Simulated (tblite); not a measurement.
Question: What does the GFN2-xTB structure of `Cc1nnn(C(C)C)c1C` look like in three dimensions?

Answer: 
```
atom  x, y, z in Å
C1     3.3729    0.5286    0.1720
C2     1.9008    0.5204    0.3734
N3     1.2979    1.2332    1.3466
N4     0.0337    1.0444    1.2935
N5    -0.2360    0.2103    0.2939
C6    -1.5982   -0.1776    0.0071
C7    -2.1826   -0.8909    1.2243
C8    -2.4094    1.0671   -0.3463
C9     0.9144   -0.1561   -0.3268
C10    0.9893   -1.0785   -1.4863
H11    3.8243    1.1802    0.9142
H12    3.6240    0.8943   -0.8233
H13    3.7821   -0.4751    0.2839
H14   -1.5725   -0.8610   -0.8485
H15   -1.6008   -1.7783    1.4646
H16   -2.1611   -0.2200    2.0790
H17   -3.2089   -1.1881    1.0273
H18   -2.3901    1.7585    0.4919
H19   -1.9879    1.5649   -1.2170
H20   -3.4385    0.7945   -0.5632
H21    0.4261   -0.6873   -2.3345
H22    2.0275   -1.1963   -1.7848
H23    0.5883   -2.0602   -1.2310
```

Any rigid rotation of these coordinates is as good. Atoms count from 1 in this order. The 5-membered ring C2–N3–N4–N5–C9 has internal angles of 103.9° to 109.9°; it is planar, 0.00 Å rms from its mean plane, widest ring torsion 0°. N4 (pyridine-type nitrogen) is bent (angle 108.9°). The 2 N–N bonds span 1.279 Å (N3–N4, aromatic) to 1.330 Å (N4–N5, aromatic), a spread of 0.051 Å. N5 (pyrrole-type nitrogen) is planar (angles 129.5°, 120.6° and 109.9°, sum 360.0°, 0.00 Å off the plane of its three neighbours).

Bonds between heavy atoms (Å): C1–C2 1.486, C2–N3 1.349, N3–N4 1.279, N4–N5 1.330, N5–C6 1.445, C6–C7 1.527, C6–C8 1.527, N5–C9 1.358, C9–C10 1.484, C2–C9 1.386.

Structure optimised with GFN2-xTB, isolated species.

Point group: Cs (every atom within 0.08 Å of its image). Its lowest GFN2-xTB frequency is 10 cm⁻¹, too small to tell a flat minimum from a shallow saddle. One conformer, not necessarily the lowest (N4–N5–C6–C7 -61°). 2 starts were optimised and ended at 0.00 and 0.07 kcal/mol (GFN2-xTB); the lowest of these is shown.

The numbers are calculated, not measured.
